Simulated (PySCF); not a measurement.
All of these have the formula C5H6F2. Theory: TDDFT PBE0/def2-SVPD, vertical, gas phase, core orbitals frozen in the response in PySCF 2.14.0, density-fitted response routines. Geometries: GFN2-xTB; one conformer of each isolated species. Triplets are in the Tamm–Dancoff approximation.

A. `FC1=CCC[C@@H]1F`
B. `C=C=C(C)C(F)F`
C. `C(=C/F)/CC(=C)F`

Lowest singlet levels (six at most, fewer where fewer were computed) with oscillator strengths:

1. 6.87 eV (f 0.175); 7.20 eV (f 0.042); 7.60 eV (f 0.028); 7.72 eV (f 0.006); 7.96 eV (f 0.013); 8.07 eV (f 0.002); T1 4.32 eV
2. 6.52 eV (f 0.136); 6.71 eV (f 0.019); 6.99 eV (f 0.016); 7.26 eV (f 0.038); 7.57 eV (f 0.239); 7.72 eV (f 0.159); T1 4.40 eV
3. 5.87 eV (f 0.000); 6.27 eV (f 0.000); 7.18 eV (f 0.085); 7.27 eV (f 0.001); 7.62 eV (f 0.083); 7.92 eV (f 1.128); T1 4.55 eV

Question: Match each spectrum to its molecule.

Answer: 1 = A, 2 = C, 3 = B.
- A: S1 at 6.87 eV, HOMO→LUMO (83%), HOMO→LUMO+1 (10%); Löwdin shares by element: HOMO carbon 70% or more, fluorine 13% or more (atoms not listed hold the other 17%); LUMO carbon 66% or more, fluorine 7% or more (atoms not listed hold the other 27%); HOMO -7.57 and LUMO -0.11 eV.
- B: S1 at 5.87 eV, HOMO→LUMO+1 (89%), HOMO-1→LUMO (10%); Löwdin shares by element: HOMO carbon 81% or more (atoms not listed hold the other 19%); LUMO (one of a set within 0.03 eV) carbon 74% or more (atoms not listed hold the other 26%); HOMO -7.84 and LUMO -0.13 eV; point group Cs, 2 of its 6 listed states under f = 0.0005.
- C: S1 at 6.52 eV, HOMO→LUMO (84%), HOMO-1→LUMO+1 (9%); Löwdin shares by element: HOMO carbon 77% or more (atoms not listed hold the other 23%); LUMO carbon 68% or more (atoms not listed hold the other 32%); HOMO -7.47 and LUMO -0.11 eV.
